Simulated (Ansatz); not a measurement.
The same molecule with X = B, Al, Ga, In. Ansatz, PBE0-D4/def2-TZVP geometries, multiplicity 1.

Elements past krypton have def2 core potentials. Scalar relativity is left out up to krypton.

| X | molecule | mean X–C bond length / Å | mean X–F bond length / Å | HOMO–LUMO gap (PBE/def2-TZVPP) / eV | LUMO energy (B3LYP/def2-TZVPP) / eV | HOMO–LUMO gap (B3LYP/def2-TZVPP) / eV |
| --- | --- | --- | --- | --- | --- | --- |
| B | `CB(F)F` | 1.555 | 1.323 | 7.90 | 0.07 | 10.10 |
| Al | `[CH3][Al]([F])[F]` | 1.926 | 1.644 | 6.56 | -0.87 | 8.21 |
| In | `[CH3][In]([F])[F]` | 2.117 | 1.943 | 5.15 | -2.05 | 6.95 |

Q: Give the row for X = Ga, `[CH3][Ga]([F])[F]`. (Best estimate.)

A: Ansatz gave: 
```tsv
X	molecule	mean X–C bond length / Å	mean X–F bond length / Å	HOMO–LUMO gap (PBE/def2-TZVPP) / eV	LUMO energy (B3LYP/def2-TZVPP) / eV	HOMO–LUMO gap (B3LYP/def2-TZVPP) / eV
Ga	`[CH3][Ga]([F])[F]`	1.935	1.747	6.41	-1.15	8.24
```

From B to In the mean X–C bond length rises at each step, by 0.562 Å in all; the mean X–F bond length rises at each step, by 0.620 Å in all; the HOMO–LUMO gap (PBE/def2-TZVPP) falls at each step, by 2.75 eV in all; the LUMO energy (B3LYP/def2-TZVPP) falls at each step, by 2.12 eV in all; the HOMO–LUMO gap (B3LYP/def2-TZVPP) isn't monotonic: highest at B, lowest at In. Bonds lengthen as the atom grows down the group.

B3LYP here is the variant with VWN-RPA as its local correlation; programs differ in this.
